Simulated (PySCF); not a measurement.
Predicted microwave data (PySCF 2.14.0, PBE0-D3(BJ)/def2-SVP geometry optimisation, gas phase) for one isomer of C4H5Br:

```
Rotational constants : A = 13438, B = 1132, C = 1095 MHz
Dipole components    : |μa| = 1.81 D, |μb| = 0.80 D, |μc| = 0.44 D
Inertial defect      : -22.78 u·Å²
κ                    : -0.99
```

Question: Which structure is it? (One computed conformer of each.)
A. `BrC=C1CC1`
B. `[CH2:1]=[C:2]=[CH:3][CH2:4][Br:5]` with C2–C3–C4–Br5 -116°
C. `BrC1=CCC1`
D. `C1[C@H]2C[C@]21Br`

Answer: B. It is C=C=CCBr, a near-prolate asymmetric top, point group C1. The candidates at the same level (rigid rotor, commonest isotopes):

```
           SMILES  A (MHz)  B (MHz)  C (MHz)  μa (D)  μb (D)  μc (D)  Δ (u·Å²)  point group                        rotor
Br[C@]12C[C@H]1C2     8887     2029     1817    1.12    0.00    0.50    -27.90           Cs  near-prolate asymmetric top
        BrC=C1CC1    13751     1377     1273    1.88    0.26    0.00     -6.83           Cs  near-prolate asymmetric top
         C=C=CCBr    13438     1132     1095    1.81    0.80    0.44    -22.78           C1  near-prolate asymmetric top
        BrC1=CCC1    12428     1661     1493    1.60    0.10    0.00     -6.49           Cs  near-prolate asymmetric top
```

`Br[C@]12C[C@H]1C2` has B 79 % too high; `BrC=C1CC1` has B 22 % too high; `BrC1=CCC1` has B 47 % too high. No structure here is proved a minimum.
